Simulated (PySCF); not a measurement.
Species: C4H13NSSi2.
Geometry (GFN2-xTB, Å), atoms numbered from 1 in this order:
```
atom  x, y, z in Å
C1    -1.007   -2.176    0.388
C2    -0.752   -0.881    0.517
S3    -1.998    0.368    0.536
C4    -3.552   -0.526    0.236
Si5    0.995   -0.142    0.629
C6     1.043    0.988    2.161
Si7    1.483    0.992   -1.328
N8     3.160    1.388   -1.214
H9    -0.192   -2.879    0.381
H10   -1.993   -2.600    0.294
H11   -3.496   -1.047   -0.716
H12   -3.743   -1.219    1.050
H13   -4.328    0.232    0.201
H14    1.851   -1.317    0.915
H15    0.830    0.442    3.077
H16    0.304    1.780    2.071
H17    2.017    1.453    2.269
H18    0.843    2.301   -1.494
H19    1.137    0.216   -2.540
H20    3.568    1.974   -1.924
H21    3.819    0.672   -0.953
```

Computed at PBE0/pcSseg-1 (PySCF, non-relativistic), with Q(33S) = −0.0678 b, Q(14N) = 0.02044 b: S3, 33S (I = 3/2): χzz = 41.37 MHz, η = 0.846; N8, 14N (I = 1): χzz = -4.573 MHz, η = 0.300.

(1) Where would the pure quadrupole (NQR) lines of 33S at S3 fall for the rigid, isolated species?

(2) Find the zero-field quadrupole resonance frequencies of 14N at N8.

Answers

(1) From ν = (|χ|/2)√(1 + η²/3): ν = 23.02 MHz (sulfide sulfur).

(2) From ν± = (3/4)|χ|(1 ± η/3) and ν0 = |χ|η/2: ν+ 3.773 MHz, ν− 3.087 MHz, ν0 0.685 MHz (silicon-bound nitrogen).

In a crystal, neighbours and librations shift these lines. GFN2-xTB bond lengths can be off by several hundredths of an ångström, more for odd bonds, and the gradients follow them. With a basis this small, the couplings can be 20 % off.

One conformer stands for the species.
